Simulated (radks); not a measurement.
Task: The thulium ion Tm44+, 25 electrons, occupied as [Ar] 3d7. All-electron calculation, scalar-relativistic Kohn-Sham, PBEsol, spin-polarised, spherical densities, finite nucleus; open shells are filled with parallel spins first (spin-orbit coupling, left out, can overturn this in heavy ions); Fermi nuclear charge, rms radius 5.2256 fm. Program: a radial shooting solver on a logarithmic mesh with Libxc functionals. Some entries of the table are withheld. Estimate them.

orbital,occ.,eigenvalue (hartree),<r> (bohr),<r^2> (bohr^2)
1s up,1,-2264.876,0.02002,0.0005487
1s down,1,-2264.867,0.02002,0.0005487
2s up,1,-453.0431,0.08460,0.008454
2s down,1,-452.5823,0.08455,0.008444
2p up,3,-410.4443,0.07510,0.006879
2p down,3,-410.0796,0.07504,0.006868
3s up,1,-160.7941,0.2133,0.05184
3s down,1,-160.2926,0.2135,0.05197
3p up,3,-147.8718,0.2106,(1)
3p down,3,-147.3623,0.2110,(2)
3d up,5,-133.2099,0.1884,0.04121
3d down,2,-132.5763,0.1888,0.04140
4s up,0,-80.45159,0.4158,0.1943
4s down,0,-80.27963,0.4165,0.1949
4p up,0,-75.39624,(3),0.2015
4p down,0,-75.22526,(4),0.2022

Result: 
(1) 3p up <r^2> (bohr^2): 0.05127
(2) 3p down <r^2> (bohr^2): 0.05142
(3) 4p up <r> (bohr): 0.4220
(4) 4p down <r> (bohr): 0.4227
